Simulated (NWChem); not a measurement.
The numbers come from NWChem runs, not from measurements. System: C2H2N3, charge 0, spin multiplicity 2, at a geometry optimised with UPBE0/def2-SVP. The structure started from a generated list of species. Its SCF solution wasn't tested for a lower state. Level: G0W0@UPBE/def2-SVPD, RI basis def2-svpd-rifit.

Input file:

```
start mol
memory heap 200 mb stack 700 mb global 1700 mb
geometry units angstroms nocenter noautoz
  C      0.077580     1.145318     0.000000
  N      1.144243     0.396327     0.000000
  N      0.585020    -0.829896     0.000000
  C     -0.758587    -0.730972     0.000000
  N     -1.108271     0.543212     0.000000
  H      1.165757    -1.661122     0.000000
  H     -1.426662    -1.592448     0.000000
  symmetry group Cs
end
basis spherical
  * library def2-svpd
end
basis "ri basis" bse spherical
  * library def2-svpd-rifit
end
dft
  xc xpbe96 cpbe96
  odft
  mult 2
  iterations 100
  direct
  tolerances tight
end
task dft energy
gw
  states alpha occ 4 vir 2
  states beta occ 4 vir 2
end
task dft gw
```

NWChem printed:

```
             Northwest Computational Chemistry Package (NWChem) 7.3.0
             --------------------------------------------------------

                                NWChem Input Module
                                -------------------

 Scaling coordinates for geometry "geometry" by  1.889725989
 (inverse scale =  0.529177249)

 Turning off AUTOSYM since
 SYMMETRY directive was detected!

                             Geometry "geometry" -> ""
                             -------------------------

 Output coordinates in angstroms (scale by  1.889725989 to convert to a.u.)

  No.       Tag          Charge          X              Y              Z
 ---- ---------------- ---------- -------------- -------------- --------------
    1 C                    6.0000     0.07758000     1.14531800     0.00000000
    2 N                    7.0000     1.14424300     0.39632700     0.00000000
    3 N                    7.0000     0.58502000    -0.82989600     0.00000000
    4 C                    6.0000    -0.75858700    -0.73097200     0.00000000
    5 N                    7.0000    -1.10827100     0.54321200     0.00000000
    6 H                    1.0000     1.16575700    -1.66112200     0.00000000
    7 H                    1.0000    -1.42666200    -1.59244800     0.00000000

 Effective nuclear repulsion energy (a.u.)     157.7970485891

            Nuclear Dipole moment (a.u.)
            ----------------------------
        X                 Y               Z
 ---------------- ---------------- ----------------
    -0.0000056692     0.0000132281     0.0000000000

      Symmetry information
      --------------------

 Group name             Cs
 Group number              2
 Group order               2
 No. of unique centers     7

      Symmetry unique atoms

     1    2    3    4    5    6    7


 Summary of "ao basis" -> "" (spherical)
 ------------------------------------------------------------------------------
       Tag                 Description            Shells   Functions and Types
 ---------------- ------------------------------  ------  ---------------------
 *                         def2-svpd                  on all atoms

 new library libraries.bse/

 Summary of "ri basis" -> "" (spherical)
 ------------------------------------------------------------------------------
       Tag                 Description            Shells   Functions and Types
 ---------------- ------------------------------  ------  ---------------------
 *                      def2-svpd-rifit               on all atoms

  pbe96 is a nonlocal functional; adding pw91lda local functional.

                                 NWChem DFT Module
                                 -----------------

 Summary of "ao basis" -> "ao basis" (spherical)
 ------------------------------------------------------------------------------
       Tag                 Description            Shells   Functions and Types
 ---------------- ------------------------------  ------  ---------------------
 C                         def2-svpd                 8       20   4s2p2d
 N                         def2-svpd                 8       20   4s2p2d
 H                         def2-svpd                 4        8   2s2p

 Summary of "ao basis" -> "ao basis" (spherical)
 ------------------------------------------------------------------------------
       Tag                 Description            Shells   Functions and Types
 ---------------- ------------------------------  ------  ---------------------
[...]
   alpha     51     52     53     54     55     56     57     58     59     60
    beta     51     52     53     54     55     56     57     58     59     60
 overlap   0.976  0.982  1.000  0.961  0.702  0.714  1.000  0.998  0.999  0.997

   alpha     61     62     63     64     65     66     67     68     69     70
    beta     61     62     63     64     65     66     67     68     69     70
 overlap   0.998  0.998  0.984  0.997  0.987  0.973  0.887  0.907  0.985  0.977

   alpha     71     72     73     74     75     76     77     78     79     80
    beta     71     72     73     74     75     76     77     78     79     80
 overlap   0.992  1.000  0.999  1.000  0.999  0.998  1.000  0.995  0.998  0.998

   alpha     81     82     83     84     85     86     87     88     89     90
    beta     81     82     83     84     85     86     87     88     89     90
 overlap   0.990  0.999  0.992  0.998  0.999  0.846  1.000  0.826  1.000  0.872

   alpha     91     92     93     94     95     96     97     98     99    100
    beta     91     92     94     93     95     96     97     98     99    100
 overlap   0.874  1.000  0.988  1.000  0.998  0.987  1.000  0.992  0.982  0.978

   alpha    101    102    103    104    105    106    107    108    109    110
    beta    101    102    103    104    105    106    107    108    109    110
 overlap   0.991  0.996  1.000  0.998  1.000  0.998  0.998  0.998  0.999  0.999

   alpha    111    112    113    114    115    116
    beta    111    112    113    114    115    116
 overlap   0.998  0.994  0.994  0.999  1.000  1.000

     --------------------------
     Expectation value of S2:
     --------------------------
      <S2> =      0.7553 (Exact =     0.7500)

 center of mass
 --------------
 x =   0.00724400 y =   0.08968644 z =   0.00000000

 moments of inertia (a.u.)
 ------------------
         154.670496815006           2.972862046335           0.000000000000
           2.972862046335         181.137600264985           0.000000000000
           0.000000000000           0.000000000000         335.808097079991

     Multipole analysis of the density
     ---------------------------------

     L   x y z        total         alpha         beta         nuclear
     -   - - -        -----         -----         ----         -------
     0   0 0 0     -0.000000    -18.000000    -17.000000     35.000000

     1   1 0 0      0.134154      0.039137      0.095023     -0.000006
     1   0 1 0     -1.487464     -2.097648      0.610171      0.000013
     1   0 0 1     -0.000000     -0.000000     -0.000000      0.000000

     2   2 0 0    -23.658150    -60.741162    -59.485090     96.568102
     2   1 1 0     -0.349291      0.022009      0.495340     -0.866640
     2   1 0 1     -0.000000     -0.000000     -0.000000      0.000000
     2   0 2 0    -17.920018    -57.234816    -47.668577     86.983375
     2   0 1 1     -0.000000     -0.000000     -0.000000      0.000000
     2   0 0 2    -21.614044    -11.188069    -10.425975      0.000000

 Task  times  cpu:       13.2s     wall:       13.2s

                                NWChem Input Module
                                -------------------

                                 NWChem GW Module
                                 ----------------

                             ***********************
                             ***        GW       ***
                             ***********************

 Summary of "ri basis" -> "ri basis" (spherical)
 ------------------------------------------------------------------------------
       Tag                 Description            Shells   Functions and Types
 ---------------- ------------------------------  ------  ---------------------
 C                      def2-svpd-rifit             20       64   7s6p5d2f
 N                      def2-svpd-rifit             20       64   7s6p5d2f
 H                      def2-svpd-rifit              9       23   4s3p2d

                 Memory Information
                 ------------------
          Available GA per process is          1699.8 MBs
          Available stack per process is        700.0 MBs
          Available heap per process is           0.0 MBs

          Peak memory in Initialization
              Peak GA per process is                 13.7 MBs
              Peak stack per process is               0.1 MBs
              Peak heap per process is               13.9 MBs
              Memory not in MA per process            0.0 MBs

          Peak memory in AFF Calculation
              Peak GA per process is                112.7 MBs
              Peak stack per process is              90.7 MBs
              Peak heap per process is                0.0 MBs
              Memory not in MA per process           90.7 MBs

          Computing 2-center integrals
          Computing Inverse Cholesky factor
          Computing 3-center integrals
          Computing V_xc ...

          Computing Sigma_x
          Computing RPA polarizability
          Solving quasiparticle equations

                  Alpha Orbitals
          State     Energy (eV)     Error (eV)
          -----------------------------------
@GW        15        -10.651           0.003
@GW        16        -10.201           0.004
@GW        17         -9.925           0.002
@GW        18         -9.232           0.002
@GW        19          1.968           0.002
@GW        20          2.036           0.005

                   Beta Orbitals
          State     Energy (eV)     Error (eV)
          -----------------------------------
@GW        14        -11.443           0.003
@GW        15        -10.525           0.002
@GW        16         -9.775           0.002
@GW        17         -9.659           0.002
@GW        18         -0.996           0.002
@GW        19          2.048           0.002

   Applying  -2.8236 eV scissor-shift to rest of particle states

   Applying   3.3758 eV scissor-shift to rest of hole states

   Applying  -2.6998 eV scissor-shift to rest of particle states

   Applying   2.8966 eV scissor-shift to rest of hole states

     GW Timing Statistics
   ------------------------
   Init.   :          0.0s
     ERIs  :          0.7s
     Distr.:          0.0s
     Vxc   :          0.3s
   Sigma_x :          0.0s
   RPA     :          6.5s
   Wmn     :          0.1s
   Sigma_c :          0.1s
   GW total:          7.7s

 Task  times  cpu:        7.7s     wall:        7.7s

 Total times  cpu:       20.9s     wall:       20.9s
```
